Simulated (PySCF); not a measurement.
## Ionisation energy of Fe by level of theory

Fe [Ar] 3d6 4s2 (5D) → Fe⁺ [Ar] 3d6 4s1 (6D), as a difference of total energies. All numbers are calculated (PySCF 2.14, the spin-free X2C one-electron Hamiltonian (Gaussian nucleus), in x2c-TZVPPall with one added diffuse shell each of s, p, d, f type (7s6p5d3f1g, 80 functions)). Correlated levels: valence: [Ar] frozen; valence and next inner shell: [Ne] frozen. The calculations carry no spin-orbit coupling.

| method | ionisation energy (eV) |
| --- | --- |
| UHF | 6.436 |
| LDA | 8.163 |
| PBE | 7.860 |
| PBE0 | 7.658 |
| TPSSh | 7.608 |
| wB97X-V | 7.809 |
| HSE06 | 7.679 |
| BHandHLYP | 7.765 |
| MP2 (valence) | 7.514 |
| SCS-MP2 (valence) | 7.695 |
| MP2 (valence and next inner shell) | 7.617 |
| SCS-MP2 (valence and next inner shell) | 7.710 |

Errors of the correlated levels include the incompleteness of this basis and the frozen core.

MP2 underrates the near-degeneracy of ns² with np² in the lower species.

Which method comes closest to the reference value, and which is furthest?

The reference is 7.904 eV (measured; NIST levels, between the centres of gravity of the two terms). Closest: PBE (error -0.044 eV); furthest: UHF (error -1.468 eV).
